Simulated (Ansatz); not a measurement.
`FC[C]1=[CH][AlH]1` + H₂ → `C[C]1=[CH][AlH]1` + H–F at 700 K and 1 bar (hydrogenolysis of a C–F bond).

Calculated with Ansatz (gas phase, PBE0-D4/def2-TZVP geometries, no zero-point term in ΔE). CCSD(T)/CBS adds triple-zeta CCSD(T) − MP2 to the extrapolated MP2 energy (def2 sets, frozen cores). This one scheme is used for every species. Each species was taken in one conformer, which may not be the lowest.

| species | CCSD(T)/CBS energy (Eh) | H − E (kJ/mol) | S (J/(mol·K)) |
| --- | --- | --- | --- |
| `FC[C]1=[CH][AlH]1` | -458.28061 | 217.9 | 423.3 |
| H₂ | -1.17544 | 46.8 | 155.3 |
| `C[C]1=[CH][AlH]1` | -359.10130 | 231.1 | 394.0 |
| H–F | -100.39570 | 45.2 | 198.5 |

H − E and S are ideal-gas, rigid-rotor, harmonic terms from PBE0-D4/def2-TZVP, for one conformer and one mirror image of each species. The MP2-based limit puts H₂ 0.8 mEh under its directly extrapolated value; such offsets cancel only in part. 1 Eh = 2625.50 kJ/mol, R = 8.31446 J/(mol·K).

Task: By hand: ΔE, ΔH, ΔS and ΔG.

Result: ΔE = (-359.10130) + (-100.39570) − (-458.28061) − (-1.17544) = -0.04095 Eh = -107.5 kJ/mol. Δ(H − E) = 231.1 + 45.2 − 217.9 − 46.8 = 11.6, so ΔH = -95.9 kJ/mol. ΔS = 394.0 + 198.5 − 423.3 − 155.3 = 13.9 J/(mol·K). ΔG = -95.9 − 700 × (13.9)/1000 = -105.6 kJ/mol.

Task: By hand: the equilibrium constant, and the temperature at which ΔG would vanish if ΔH and ΔS stayed fixed.

Result: log₁₀ K = −ΔG/(RT ln 10) = 7.9. ΔH and −TΔS have one sign here, so there is no such temperature.

The number of gas molecules stays the same, so ΔS is small and ΔH decides. A doubt of 5 kJ/mol in ΔE shifts log₁₀ K by 0.4 here. Other conformers and mirror images would add mixing entropy, several J/(mol·K) or more a flexible species. These are equilibria of isolated gas molecules and say nothing of rates. Largest T1 diagnostic: 0.013 (customary marks: 0.02 for closed shells, 0.045 for open ones).
